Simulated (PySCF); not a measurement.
Compound: 1,2-dichloro-1,1,2,2-tetrafluoroethane, C₂Cl₂F₄.
SMILES with atom numbers: `[F:1][C:2]([F:3])([Cl:4])[C:5]([F:6])([F:7])[Cl:8]`

Torsions of this conformer, `[F:1][C:2]([F:3])([Cl:4])[C:5]([F:6])([F:7])[Cl:8]`: F1–C2–C5–F6 179°.

The closed-shell ground state was solved at several levels (PySCF, density fitting, gas phase, non-relativistic). The structure is a single PBE0-D3(BJ)/def2-TZVP conformer in the gas phase; no vibrational or solvent corrections.

```json
{"level": "wB97X-D/aug-cc-pVTZ", "basis functions": "376", "HOMO (eV)": "-11.72", "LUMO (eV)": "1.30", "gap (eV)": "13.02", "dipole (D)": "0.66"}
{"level": "PBE0/pcSseg-2", "basis functions": "302", "HOMO (eV)": "-9.86", "LUMO (eV)": "-0.28", "gap (eV)": "9.58", "dipole (D)": "0.68"}
{"level": "CAM-B3LYP/aug-cc-pVTZ", "basis functions": "376", "HOMO (eV)": "-11.28", "LUMO (eV)": "0.49", "gap (eV)": "11.77", "dipole (D)": "0.79"}
```

Problem. Estimate the row for PBE0/aug-cc-pVTZ, a basis of 376 functions; the other rows only guide the guess.

Solution. HOMO -9.83 eV, LUMO -0.41 eV, gap 9.42 eV, dipole 0.67 D.

Problem. Over all these levels, which gives the widest orbital gap and which the narrowest?

Solution. wB97X-D/aug-cc-pVTZ (range-separated hybrid) has the widest, 13.02 eV, and PBE0/aug-cc-pVTZ (global hybrid, 25 % exact exchange) the narrowest, 9.42 eV. The two share the basis. From the narrowest to the widest the HOMO moves by -1.89 eV and the LUMO by +1.71 eV.

Problem. How far do the dipole and the HOMO energy spread over the levels?

Solution. The dipole runs from 0.66 to 0.79 D (mean 0.70 D) and the HOMO from -11.72 to -9.83 eV.
